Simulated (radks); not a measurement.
All-electron atom: Gd II in [Xe] 4f7 6s2 (not the ground configuration). All-electron calculation, Dirac Kohn-Sham, BLYP, spin-unpolarised, spherical densities, finite nucleus; open shells fill j = l - 1/2 first; Fermi nuclear charge, rms radius 5.1569 fm. Program: a radial shooting solver on a logarithmic mesh with Libxc functionals.

Unscreened Slater integrals over Kohn-Sham orbitals (eV). Large and small components are both included.

| integral | value |
|---|---|
| F0(6s1/2,6s1/2) | 6.9188 |
| F0(6s1/2,4f7/2) | 8.9922 |
| G3(6s1/2,4f7/2) | 0.35256 |
| F0(6s1/2,4f5/2) | 9.0000 |
| G3(6s1/2,4f5/2) | 0.34497 |
| F0(6s1/2,5p3/2) | 8.5366 |
| G1(6s1/2,5p3/2) | 0.73348 |
| F0(4f7/2,4f7/2) | 29.310 |
| F2(4f7/2,4f7/2) | 13.705 |
| F4(4f7/2,4f7/2) | 8.5540 |
| F6(4f7/2,4f7/2) | 6.1415 |
| F0(4f7/2,4f5/2) | 29.503 |
| F2(4f7/2,4f5/2) | 13.804 |
| F4(4f7/2,4f5/2) | 8.6176 |
| G2(4f7/2,4f5/2) | 13.774 |
| G4(4f7/2,4f5/2) | 8.5999 |
| G6(4f7/2,4f5/2) | 6.1752 |
| F0(4f7/2,5p3/2) | 18.600 |
| F2(4f7/2,5p3/2) | 6.4324 |
| G2(4f7/2,5p3/2) | 3.4162 |
| G4(4f7/2,5p3/2) | 2.6209 |
| F0(4f5/2,4f5/2) | 29.699 |
| F2(4f5/2,4f5/2) | 13.906 |
| F4(4f5/2,4f5/2) | 8.6834 |
| F0(4f5/2,5p3/2) | 18.650 |
| F2(4f5/2,5p3/2) | 6.3890 |
| G2(4f5/2,5p3/2) | 3.3434 |
| G4(4f5/2,5p3/2) | 2.5739 |
| F0(5p3/2,5p3/2) | 15.527 |
| F2(5p3/2,5p3/2) | 8.3514 |
